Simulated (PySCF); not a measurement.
Al(H)(SH)2 (AlH3S2), SMILES [SH][AlH][SH]. Geometry: B3LYP-D3(BJ)/def2-TZVP. Other conformers were not sampled.

TDA-ωB97X/def2-SVPD (PySCF) puts the lowest singlet excitations at 6.20, 6.39, 6.52, 6.63, 6.74, 6.76 eV.

Question: What are the lowest excitation roots from ADC(2)/aug-cc-pVDZ (PySCF)? (The exact figures need the calculation; the answer reports its results.)

Answer: 5.95, 6.07, 6.44, 6.56, 6.74, 7.07 eV. S1 differs by -0.25 eV (second minus first; roots are paired by order, and the bases may differ).
